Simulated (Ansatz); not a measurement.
CH5ClSSi (`C[SiH](S)Cl`) from Hartree–Fock to CCSD(T)

```tsv
atom	x (Å)	y (Å)	z (Å)
C1	-0.568	0.599	-0.854
Si2	-0.061	-0.690	0.379
S3	2.035	-0.695	0.744
Cl4	-1.128	-0.358	2.112
H5	-0.049	0.437	-1.801
H6	-0.323	1.599	-0.489
H7	-1.646	0.554	-1.026
H8	-0.358	-2.069	-0.068
H9	2.097	0.623	1.003
```

Charge 0, multiplicity 1. The geometry is a stationary point of PBE0-D4/def2-TZVP. It is one conformer, not always the lowest. Frozen core, restricted reference, Ansatz. CBS rows extrapolate triple and quadruple zeta; past MP2 they add the triple-zeta difference.

| basis | HF (Eh) | MP2 corr. | CCSD corr. | (T) | CCSD(T) total |
| --- | --- | --- | --- | --- | --- |
| def2-SVP | -1186.44785 | -0.50598 | -0.56151 | -0.01458 | -1187.02394 |
| def2-TZVPP | -1186.89575 | -0.66819 | -0.72572 | -0.03060 | -1187.65207 |
| def2-QZVPP | -1186.93080 | -0.72504 | – | – | – |
| CBS(def2) | -1186.93562 | -0.76715 | -0.82468 | as TZ | -1187.79090 |
